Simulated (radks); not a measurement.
Values are calculated unless marked as measured or tabulated.
Task: The mean radii <r> (bohr) of the occupied orbitals of an atom or ion are listed with their occupations. Code: a radial shooting solver on a logarithmic mesh with Libxc functionals. Model: scalar-relativistic Kohn-Sham, LDA (Slater exchange, Perdew-Wang correlation), spin-polarised, spherical densities, finite nucleus; Fermi nuclear charge, rms radius of each element as measured or else 0.836 A^(1/3) + 0.57 fm.

| orbital | occ. | <r> |
|---|---|---|
| 1s down | 1 | 0.01805 |
| 1s up | 1 | 0.01805 |
| 2s up | 1 | 0.07627 |
| 2s down | 1 | 0.07627 |
| 2p up | 3 | 0.06836 |
| 2p down | 3 | 0.06836 |
| 3s up | 1 | 0.1976 |
| 3s down | 1 | 0.1976 |
| 3p up | 3 | 0.1980 |
| 3p down | 3 | 0.1980 |
| 3d up | 5 | 0.1793 |
| 3d down | 5 | 0.1793 |
| 4s up | 1 | 0.4409 |
| 4s down | 1 | 0.4409 |
| 4p up | 3 | 0.4689 |
| 4p down | 3 | 0.4688 |
| 4d up | 5 | 0.5004 |
| 4d down | 5 | 0.5001 |
| 5s up | 1 | 1.038 |
| 5s down | 1 | 1.031 |
| 5p up | 3 | 1.210 |
| 5p down | 3 | 1.200 |
| 4f up | 7 | 0.5825 |
| 4f down | 7 | 0.5782 |
| 5d up | 5 | 1.770 |

Name the element and its charge. Open shells, if any, are filled with parallel spins first.

Result: Z = 75, rhenium, charge +2: Re2+ in [Xe] 4f14 5d5. The 1s radius gives Z: for a bare nucleus <r> = (2 gamma + 1)/(2Z) with gamma = sqrt(1 - (Z/c)^2), 0.01783 bohr for Z = 75, and screening makes it slightly larger (0.01805 here). The occupations add up to 73, and the charge is Z minus that.
